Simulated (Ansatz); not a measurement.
CdH2S (SMILES [SH][CdH]) moved off its minimum; all values from Ansatz (a first-principles code), cores frozen in correlated methods. Elements past Kr take the def2 small-core potentials, without spin–orbit coupling.
(charge 0, multiplicity 1)
```xyz
4

Cd    -0.32515    -0.19008    -0.44284
H     -1.30038    -0.81623    -1.65892
S      1.04426     0.69165     1.27256
H      0.98685    -0.44210     2.02063
```

### Question
Give the forces (eV/Å), the total energy and the dipole at CCSD(T)/def2-TZVPPD.

### Answer

| atom | Fx | Fy | Fz |
|---|---|---|---|
| Cd1 | -0.089 | -0.098 | -0.073 |
| H2 | 0.145 | 0.109 | 0.165 |
| S3 | -0.058 | -0.376 | 0.177 |
| H4 | 0.002 | 0.365 | -0.269 |
Energy -566.2426 hartree, dipole 1.55 D.
